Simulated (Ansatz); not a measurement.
Isolated molecules relaxed with PBE0-D4/def2-TZVP in Ansatz; ΔE leaves out vibrations. CBS: MP2 limit from def2 TZ/QZ plus the TZ coupled-cluster correction, frozen cores. Functionals use def2-TZVPP. B3LYP here is the variant with VWN-RPA as its local correlation; programs differ in this. Elements past krypton have def2 core potentials. For In outer-core shells are correlated without core-valence functions, which leaves a few kJ/mol of doubt a bond. Each species was taken in one conformer, which may not be the lowest.

Consider the redistribution: `CN[SiH3]` + `NC[O][InH2]` → `CN[SiH2]CN` + `[OH][InH2]`.

`CN[SiH3]`:

```xyz
10

C     0.931   -1.039    0.079
N    -0.290   -0.430   -0.402
Si   -0.760    1.169    0.005
H     1.270   -1.825   -0.602
H     1.724   -0.287    0.117
H     0.843   -1.474    1.084
H    -1.020   -1.093   -0.605
H     0.341    2.098   -0.368
H    -1.044    1.403    1.455
H    -1.996    1.477   -0.761
```

`NC[O][InH2]`:

```xyz
10

N     1.555   -0.043    1.145
C     0.668    0.589    0.214
O     0.101   -0.294   -0.722
In   -1.851   -0.447   -1.074
H     2.294   -0.524    0.647
H     1.059   -0.739    1.690
H     1.247    1.347   -0.329
H    -0.104    1.116    0.794
H    -2.786    0.557   -0.048
H    -2.183   -1.564   -2.316
```

`CN[SiH2]CN`:

Z-matrix (Å, degrees):
```
C
N 1 1.448
H 1 1.092 2 109.6
H 1 1.097 2 113.0 3 119.8
H 1 1.095 2 111.5 3 -118.4
Si 2 1.720 1 124.2 3 -24.6
H 2 1.006 1 113.8 3 178.5
C 6 1.883 2 111.4 1 86.2
H 6 1.492 2 110.4 1 -33.7
H 6 1.491 2 107.3 1 -153.5
N 8 1.462 6 108.0 2 -43.5
H 8 1.096 6 107.6 2 -161.2
H 8 1.101 6 110.7 2 82.6
H 11 1.012 8 111.5 6 -177.8
H 11 1.013 8 109.7 6 63.7
```

`[OH][InH2]`:

```xyz
5

O    -1.301   -0.450   -0.239
In    0.516    0.128    0.333
H    -1.468   -0.314   -1.174
H     1.494    0.772   -0.920
H     0.759   -0.136    2.000
```

```
             level  ΔE (kJ/mol)  difference from CCSD(T)/CBS
            PBE-D4        -43.7                          4.9
         r2SCAN-D4        -43.4                          5.2
           PBE0-D4        -46.4                          2.2
          B3LYP-D4        -42.2                          6.4
           ωB97X-V        -43.4                          5.2
           ωB97M-V        -48.4                          0.2
            B2PLYP        -40.8                          7.8
               PBE        -40.1                          8.5
            r2SCAN        -42.2                          6.4
              PBE0        -43.2                          5.4
             B3LYP        -36.8                         11.8
     HF/def2-TZVPP        -30.9                         17.7
    MP2/def2-TZVPP        -49.5                         -0.9
SCS-MP2/def2-TZVPP        -43.9                          4.7
   CCSD/def2-TZVPP        -43.7                          4.9
CCSD(T)/def2-TZVPP        -43.8                          4.8
     HF/def2-QZVPP        -31.0                         17.6
    MP2/def2-QZVPP        -52.3                         -3.7
SCS-MP2/def2-QZVPP        -46.9                          1.7
      HF/CBS(def2)        -31.1                         17.5
     MP2/CBS(def2)        -54.3                         -5.7
    CCSD/CBS(def2)        -48.4                          0.2
       CCSD(T)/CBS        -48.6                            0
```

Largest T1 diagnostic among the species: 0.017.

The D4 term adds −5.4 kJ/mol with B3LYP and −3.2 kJ/mol with PBE0; it sums over pairs of atoms, weighted by their polarisabilities, and B3LYP, whose exchange is more repulsive, gets the larger term. In def2-TZVPP, CCSD(T) changes the Hartree–Fock value by −13.0 kJ/mol (the triples alone add −0.2 kJ/mol) and MP2 by −18.7 kJ/mol.
